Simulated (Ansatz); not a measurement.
Cl$_{2}$FGeH$_{4}$NSi (`F[SiH](Cl)[NH][GeH2][Cl]`), relaxed with RKS PBE0-D4/def2-TZVP in the Gaussian-basis code of Ansatz from a GFN2-xTB geometry. The force threshold is 0.005 eV/Å; the program also tests the step.

Total charge 0; spin multiplicity 1.

Start:

```xyz
10

F    -2.142   -0.039   -0.010
Si   -1.043    0.888    0.706
Cl   -1.499    1.094    2.635
N     0.404   -0.023    0.568
Ge    0.910   -0.987   -0.899
Cl    1.595    0.342   -2.365
H    -1.106    2.139   -0.023
H     1.131    0.189    1.234
H    -0.292   -1.726   -1.400
H     2.041   -1.876   -0.446
```

```csv
step,energy (eV),largest force (eV/Å),largest move (Å)
1,-93699.0658,1.480,0.000
2,-93699.1801,0.473,0.087
3,-93699.1876,0.217,0.025
4,-93699.1902,0.136,0.034
5,-93699.1911,0.021,0.022
6,-93699.1914,0.043,0.029
7,-93699.1920,0.027,0.057
8,-93699.1921,0.035,0.058
9,-93699.1923,0.016,0.011
10,-93699.1923,0.011,0.009
11,-93699.1924,0.010,0.009
16,-93699.1926,0.025,0.017
21,-93699.1927,0.030,0.008
26,-93699.1928,0.014,0.008
31,-93699.1928,0.020,0.013
36,-93699.1929,0.020,0.003
41,-93699.1929,0.014,0.001
46,-93699.1930,0.029,0.011
51,-93699.1933,0.075,0.002
56,-93699.1951,0.010,0.035
61,-93699.2004,0.312,0.099
66,-93699.2103,0.147,0.035
71,-93699.2146,0.030,0.044
76,-93699.2148,0.008,0.002
78,-93699.2148,0.002,0.001
```

End:

```xyz
10

F    -2.334   -0.215    1.451
Si   -1.180    0.641    0.768
Cl   -0.860    2.215    2.023
N     0.234   -0.268    0.557
Ge    0.972   -0.790   -1.033
Cl    2.411    0.679   -1.683
H    -1.668    1.100   -0.542
H     0.816   -0.433    1.367
H    -0.137   -0.836   -2.084
H     1.745   -2.093   -0.825
```

Run time 5 min (2 threads of an AMD EPYC 7R13 on a shared host and a share of an NVIDIA H100 80 GB); peak host memory 0.99 GiB.
